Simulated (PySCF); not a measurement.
1-chloro-1-fluorocyclobutane (C4H6ClF), SMILES FC1(Cl)CCC1. Atoms are numbered in the order given.

```xyz
12

F      1.6742    -0.5309     0.0000
C      0.4100    -0.0640     0.0000
Cl    -0.7055    -1.4687     0.0000
C      0.0416     0.9521    -1.0801
C     -0.7502     1.7186     0.0000
C      0.0416     0.9521     1.0801
H      0.9530     1.4908    -1.3809
H     -0.4801     0.5790    -1.9710
H     -0.6649     2.8134     0.0000
H     -1.8133     1.4408     0.0000
H     -0.4801     0.5790     1.9710
H      0.9530     1.4908     1.3809
```

The structure is a stationary point at PBE0-D3(BJ)/def2-SVP.

Two levels are set side by side: PBE/pcSseg-1 (PySCF) and HF/pcSseg-1 (PySCF). GIAO shifts against CFCl3 (¹⁹F), HCl (³⁵Cl), TMS (¹H), TMS (¹³C) at the same level; non-relativistic, no solvent, atoms listed together averaged. Without spin–orbit terms, shifts of atoms bonded to Cl or Br come out too high at both levels. Differences are taken from unrounded values.

```json
[
 {"quantity": "δ(¹⁹F) of F1 (ppm)", "HF": "-79.4", "PBE": "-107.0", "PBE minus HF": "-27.5"},
 {"quantity": "δ(¹³C) of C2 (ppm)", "HF": "102.0", "PBE": "122.5", "PBE minus HF": "20.5"},
 {"quantity": "δ(³⁵Cl) of Cl3 (ppm)", "HF": "207.4", "PBE": "308.4", "PBE minus HF": "101.0"},
 {"quantity": "δ(¹³C) of C4, C6 (ppm)", "HF": "40.8", "PBE": "47.3", "PBE minus HF": "6.6"},
 {"quantity": "δ(¹³C) of C5 (ppm)", "HF": "12.3", "PBE": "14.9", "PBE minus HF": "2.6"}
]
```

Rough cost on one machine, each run with all the roots and properties that it gave: HF against PBE within a factor of 2.
